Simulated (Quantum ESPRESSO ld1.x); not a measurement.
Values are calculated unless marked as measured or tabulated.
Species: the samarium ion Sm2+. Configuration: [Xe] 4f6. Code: ld1.x of Quantum ESPRESSO 7.5. Model: scalar-relativistic Kohn-Sham, LDA (Slater exchange, Perdew-Zunger correlation), spin-polarised, spherical densities, point nucleus, Latter tail correction; open shells are filled with parallel spins first.

Unscreened Slater integrals over Kohn-Sham orbitals (eV). They are taken over the spin-up orbitals.

integral,value
"F0(4f,4f)",26.192
"F2(4f,4f)",12.024
"F4(4f,4f)",7.4651
"F6(4f,4f)",5.3489
"F0(4f,5p)",17.529
"F2(4f,5p)",6.3068
"G2(4f,5p)",3.6390
"G4(4f,5p)",2.7287
"F0(4f,5s)",19.777
"G3(4f,5s)",4.1207
"F0(4f,4d)",30.396
"F2(4f,4d)",14.178
"F4(4f,4d)",8.9698
"G1(4f,4d)",16.665
"G3(4f,4d)",10.379
"G5(4f,4d)",7.3140
"F0(5p,5p)",14.860
"F2(5p,5p)",7.9502
"F0(5p,5s)",15.985
"G1(5p,5s)",10.610
"F0(5p,4d)",18.713
"F2(5p,4d)",5.1606
"G1(5p,4d)",1.4362
"G3(5p,4d)",1.3954
"F0(5s,5s)",17.475
"F0(5s,4d)",21.450
"G2(5s,4d)",2.2880
"F0(4d,4d)",36.524
"F2(4d,4d)",18.544
"F4(4d,4d)",12.394

Derived for the open shells (J is the average intra-shell exchange parameter used in DFT+U). 4f: F4/F2 = 0.621, F6/F2 = 0.445, J = (286 F2 + 195 F4 + 250 F6)/6435 = 0.9684 eV.
